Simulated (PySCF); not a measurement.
BiI2, SMILES [Bi]([I])[I], multiplicity 2. Atoms are numbered in the order given.

```xyz
3

Bi     0.0000     0.0000     1.0048
I      0.0000     2.1986    -0.7868
I      0.0000    -2.1986    -0.7868
```
Charge 0, spin multiplicity 2.

The structure is a stationary point at B3LYP-D3(BJ)/def2-SVP. The spin state was assumed, not searched. The isomer is the one that the SMILES or the coordinates give; other isomers of the formula were not compared. The def2 effective core potentials stand for the cores of Bi, I; spin–orbit coupling is left out.

Calculation: PySCF with TDA-ωB97X/def2-SVPD.

Vertical excitations. Isolated molecule, no solvent.

**Question.** Estimate the UV-visible absorptions. (An estimate is asked for; the answer gives what the named calculation found.)

**Answer.** 
```
state    energy (eV)  λ (nm)      f                                                    main pairs
-------  -----------  ------  -----  ------------------------------------------------------------
root 1          1.88     659  0.001                                              α HOMO→LUMO 96 %
root 2          2.37     523  0.000                                            α HOMO→LUMO+1 94 %
root 3          2.95     420  0.000                                            β HOMO−2→LUMO 95 %
root 4          2.97     417  0.000                                              β HOMO→LUMO 98 %
root 5          3.15     393  0.019                                            β HOMO−1→LUMO 93 %
root 6          3.56     349  0.000                        α HOMO−1→LUMO 48 %, β HOMO→LUMO+1 36 %
root 7          3.65     340  0.000  α HOMO−2→LUMO 45 %, β HOMO−2→LUMO+1 24 %, β HOMO−3→LUMO 17 %
root 8          3.71     334  0.003                      β HOMO−3→LUMO 72 %, β HOMO−2→LUMO+1 16 %
root 9          3.80     327  0.000                      α HOMO−3→LUMO 17 %, β HOMO−1→LUMO+1 66 %
root 10         3.93     315  0.001                                            β HOMO−4→LUMO 88 %
```
Unrestricted roots are not spin-pure.
